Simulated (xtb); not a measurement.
B-trichloroborazine (B3Cl3H3N3), SMILES ClB1NB(Cl)NB(Cl)N1. All values are semi-empirical tight-binding results from xtb (GFN2-xTB unless named), good for trends rather than for accurate numbers. Geometry optimised at GFN2-xTB.

Optimised geometry:

Bonds (Å): Cl1–B2 1.723, B2–N3 1.420, B2–N9 1.420, N3–B4 1.420, N3–H10 1.010, B4–Cl5 1.723, B4–N6 1.420, N6–B7 1.420, N6–H11 1.010, B7–Cl8 1.723, B7–N9 1.420, N9–H12 1.010. Bond angles (°): Cl1–B2–N3 121.0, Cl1–B2–N9 121.0, N3–B2–N9 118.0, B2–N3–B4 122.0, B2–N3–H10 119.0, B4–N3–H10 119.0, N3–B4–Cl5 121.0, N3–B4–N6 118.0, Cl5–B4–N6 121.0, B4–N6–B7 122.0, B4–N6–H11 119.0, B7–N6–H11 119.0, N6–B7–Cl8 121.0, N6–B7–N9 118.0, Cl8–B7–N9 121.0, B2–N9–B7 122.0, B2–N9–H12 119.0, B7–N9–H12 119.0.

**Question.** Estimate the properties. (An estimate is asked for; the answer gives what the named calculation found.)

**Answer.** 
- point group as xtb finds it = D3h
- orbital gap = 5.39 eV
- dipole moment = 0.00 D
- zero-point energy = 41.5 kcal/mol
- G − E(el) at 298.15 K (modified RRHO) = 20.2 kcal/mol
- static polarisability (D4 model) = 97.7 bohr³
- solvation energy, GFN2-xTB/ALPB(water) = -7.8 kcal/mol
- solvation energy, GFN2-xTB/ALPB(methanol) = -10.3 kcal/mol

Computed atomic charges and the Wiberg bond orders between heavy atoms:
charges (e) Cl1 -0.27, B2 0.39, N3 -0.32, B4 0.39, Cl5 -0.27, N6 -0.32, B7 0.39, Cl8 -0.27, N9 -0.32, H10 0.20, H11 0.20, H12 0.20. Bond orders Cl1–B2 1.01, B2–N3 1.19, N3–B4 1.19, B4–Cl5 1.01, B4–N6 1.19, N6–B7 1.19, B7–Cl8 1.01, B2–N9 1.19, B7–N9 1.19.
